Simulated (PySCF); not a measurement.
Mean harmonic wavenumber (cm⁻¹) of eight boron compounds: PBE-D3(BJ) beside PBE0-D3(BJ), computed with PySCF for isolated molecules in the bases named; differences from unrounded values. The eight are the first of their class met in an unordered collection, after screening for sound electronic states; none was chosen by its value. Each level has its own optimised geometry.

| molecule | basis | PBE0-D3(BJ) | PBE-D3(BJ) | difference |
|---|---|---|---|---|
| C3H7BO2, SMILES COB(C=O)C | def2-SVP | 1362 | 1315 | -47 |
| 2-methyl-1,3,2-dioxaborolane (C3H7BO2), SMILES CB1OCCO1 | def2-SVP | 1428 | 1377 | -50 |
| C3H4BFO, SMILES C1=C[C@@H](F)B1O | def2-SVP | 1299 | 1249 | -50 |
| C₃H₇BN₂, SMILES C=C1CNB1N | def2-SVP | 1431 | 1380 | -51 |
| B(OH)(OMe)2 (C₂H₇BO₃), SMILES COB(O)OC | def2-SVP | 1403 | 1352 | -50 |
| C5H7BO, SMILES C#CB1OC[C@@H]1C | def2-SVP | 1359 | 1311 | -47 |
| C₃H₆BFO₂, SMILES C[C@]1(F)OCB1O | def2-SVP | 1300 | 1250 | -50 |
| C3H4BNO2, SMILES O=C1CB(O)C=N1 | def2-SVP | 1256 | 1204 | -51 |

PBE-D3(BJ) lies below PBE0-D3(BJ) in 8 and above it in 0 of the eight; the mean signed difference is -50 and the largest -51 cm⁻¹.
